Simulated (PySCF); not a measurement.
F₃In (SMILES [F][In]([F])[F]), singlet, at a GFN2-xTB geometry (such geometries of metal compounds can be far from the true shape) (all electrons, no relativity); B3LYP/STO-3G (PySCF).

PySCF was given this input:
```python
from pyscf import gto, scf, dft

mol = gto.Mole()
mol.atom = '''
    In    0.00000000    0.00000000    0.00000000
    F    -1.67769182   -1.02031088    0.03026648
    F     0.01519865    1.84496979   -0.67264826
    F     1.66249317   -0.82465891    0.64238177
'''
mol.basis = 'sto-3g'
mol.verbose = 3
mol.build()

mf = dft.RKS(mol)
mf.xc = 'b3lyp'
mf.kernel()
mo_i, mo_e, stable_i, stable_e = mf.stability(internal=True, external=True, return_status=True, nroots=6, tol=1e-6)
print('internally stable:', stable_i, ' externally stable:', stable_e)
if not stable_e:
    umf = mf.to_uhf() if not hasattr(mf, 'xc') else mf.to_uks()
    umf.scf_summary = {}
    umf.kernel(umf.make_rdm1(mo_e, umf.mo_occ))
mf.analyze()
```

Write the output that PySCF gives for this input, abridged.


```
converged SCF energy = -5980.01345487564
<class 'pyscf.dft.rks.RKS'> wavefunction is stable in the internal stability analysis
<class 'pyscf.dft.rks.RKS'> wavefunction is stable in the real -> complex stability analysis
<class 'pyscf.dft.rks.RKS'> wavefunction is stable in the RHF/RKS -> UHF/UKS stability analysis
internally stable: True  externally stable: True
**** MO energy ****
MO #1   energy= -976.586806268993  occ= 2
MO #2   energy= -141.755835510361  occ= 2
MO #3   energy= -134.605171142913  occ= 2
MO #4   energy= -134.602894576586  occ= 2
MO #5   energy= -134.602894570212  occ= 2
MO #6   energy= -25.7425163798777  occ= 2
MO #7   energy= -24.2545017302643  occ= 2
MO #8   energy= -24.2544944412661  occ= 2
MO #9   energy= -24.2544052865323  occ= 2
MO #10  energy= -23.0990529662291  occ= 2
MO #11  energy= -23.091064876379   occ= 2
MO #12  energy= -23.0910648499406  occ= 2
MO #13  energy= -15.4459940786523  occ= 2
MO #14  energy= -15.4439562404756  occ= 2
MO #15  energy= -15.443956214525   occ= 2
MO #16  energy= -15.4383418301444  occ= 2
MO #17  energy= -15.4383417261307  occ= 2
MO #18  energy= -3.5500363090851   occ= 2
MO #19  energy= -2.50104169409633  occ= 2
MO #20  energy= -2.48976184642601  occ= 2
MO #21  energy= -2.48976173983631  occ= 2
MO #22  energy= -0.98036220121046  occ= 2
MO #23  energy= -0.975282634217361 occ= 2
MO #24  energy= -0.975279013885988 occ= 2
MO #25  energy= -0.283813638578202 occ= 2
MO #26  energy= -0.269495230933014 occ= 2
MO #27  energy= -0.269494867431401 occ= 2
MO #28  energy= -0.250611321017377 occ= 2
MO #29  energy= -0.25061115827762  occ= 2
MO #30  energy= -0.241825046335892 occ= 2
MO #31  energy= -0.204923019797832 occ= 2
MO #32  energy= -0.204921838917134 occ= 2
MO #33  energy= -0.194241835177791 occ= 2
MO #34  energy= -0.14716298652742  occ= 2
MO #35  energy= -0.143204181173368 occ= 2
MO #36  energy= -0.143199684841322 occ= 2
MO #37  energy= -0.130408994110645 occ= 2
MO #38  energy= -0.130407835806847 occ= 2
MO #39  energy= 0.0984791362547157 occ= 0
MO #40  energy= 0.103382951890806  occ= 0
MO #41  energy= 0.301501400178205  occ= 0
MO #42  energy= 0.301502059793629  occ= 0
 ** Mulliken atomic charges  **
charge of    0In =      0.47922
charge of    1F =     -0.15973
charge of    2F =     -0.15974
charge of    3F =     -0.15974
Dipole moment(X, Y, Z, Debye): -0.00006, -0.00002,  0.00000
```
